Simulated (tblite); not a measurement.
C6H14O2S.
Structure used (GFN2-xTB), in Å, numbered top down from 1:
```
atom  x, y, z in Å
C1    -2.0846    1.1339   -0.0827
C2    -1.0342    0.0158   -0.0695
C3    -1.1236   -0.7870   -1.3684
C4    -1.2710   -0.9032    1.1279
C5     0.3492    0.6579    0.0454
S6     1.6919   -0.5143    0.4455
C7     3.1754    0.4152   -0.0599
O8     1.7563   -0.6948    1.8696
O9     1.6226   -1.6974   -0.3695
H10   -2.0809    1.6788    0.8587
H11   -1.8894    1.8365   -0.8902
H12   -3.0757    0.7128   -0.2297
H13   -1.0463   -0.1308   -2.2334
H14   -0.3231   -1.5193   -1.4111
H15   -2.0756   -1.3096   -1.4214
H16   -2.2894   -1.2854    1.1142
H17   -0.5822   -1.7427    1.0980
H18   -1.1116   -0.3707    2.0626
H19    0.3840    1.3764    0.8606
H20    0.6373    1.1356   -0.8877
H21    3.1289    0.5818   -1.1279
H22    3.1992    1.3464    0.4907
H23    4.0380   -0.1907    0.1884
```

Computed with GFN2-xTB (tblite): harmonic, unscaled wavenumbers at the GFN2-xTB geometry, gas phase. Errors from tens to a few hundred cm⁻¹ against measured bands are possible. One conformer, not necessarily the lowest.

Harmonic wavenumbers (cm⁻¹): 48.8, 95.2, 137.6, 159.3, 204.3, 220.6, 243.7, 252.2, 255.7, 275.3, 302.6, 339.8, 387.3, 407.9, 411.7, 464.3, 506.8, 684.8, 706.8, 806.1, 827.0, 851.1, 860.5, 961.3, 964.2, 968.8, 975.9, 1022.7, 1039.1, 1086.5, 1117.8, 1172.5, 1253.6, 1256.7, 1269.0, 1270.4, 1285.8, 1406.6, 1410.5, 1416.5, 1424.9, 1434.3, 1441.5, 1484.9, 1490.2, 1492.8, 1502.9, 1505.3, 1509.3, 3005.0, 3014.1, 3023.4, 3029.5, 3033.5, 3034.5, 3040.8, 3043.9, 3048.4, 3062.3, 3065.5, 3073.4, 3081.4, 3088.7.

A = 2404, B = 926.9, C = 916.7 MHz; mass 150.071 u (most abundant isotopes); point group C1, symmetry number 1.

Task: Zero-point energy?

Result: ½Σν̃ = 42629 cm⁻¹ = 121.88 kcal/mol.

Task: Give the ideal-gas entropy at 273.15 K and 1 bar in the rigid-rotor, harmonic-oscillator model (classical rotation).

Result: Translation 40.52, rotation 29.18, vibration 30.74: S = 100.4 cal/(mol K).

Task: And Cp and H(273.15 K) − H(0)?

Result: Cp = 42.69 cal/(mol K), of which vibrations give 34.74 (their classical limit is 63 R = 125.2); H(273.15 K) − H(0) = 6.91 kcal/mol without the zero-point energy, 4.73 from vibrations.

Task: What must be added to the electronic energy to get the Gibbs energy at 273.15 K and 1 bar?

Result: ZPE + [H(273.15 K) − H(0)] − T·S = 121.88 + 6.91 − 27.44 = 101.35 kcal/mol.

Task: How do the functions run with temperature in this model?

Result: 
```
 T (K)  S (cal/(mol K))  Cp (cal/(mol K))  H − H(0) (kcal/mol)  G − H(0) (kcal/mol)  ln q(vib)
    50             58.6              12.4                 0.48                -2.45       0.39
   100             69.7              20.8                 1.31                -5.67       1.46
298.15            104.3              45.6                 8.01               -23.09       7.55
373.15            115.5              54.2                11.75               -31.34       9.94
   500            133.2              67.0                19.47               -47.12      13.93
   750            164.1              85.5                38.71               -84.39      21.51
  1000            190.6              98.0                61.74              -128.81      28.55
```

q(vib) and H(0) count from the zero-point level.

Task: Blend soft modes into free rotors: weight 1/[1 + (100 cm⁻¹/ν̃)⁴] for the oscillator and the rest for a rotor with moment μB/(μ + B), μ = h/(8π²ν), B = 10⁻⁴⁴ kg m². What vibrational entropy results?

Result: 29.29 cal/(mol K) in place of 30.74, which changes −T·S at 273.15 K by +0.40 kcal/mol.

Hindered rotation and anharmonicity are outside this model. Other conformers, if any are populated, would add a mixing term that is left out. The structure is chiral; the term R ln 2 for an equal mix with its mirror image is left out.
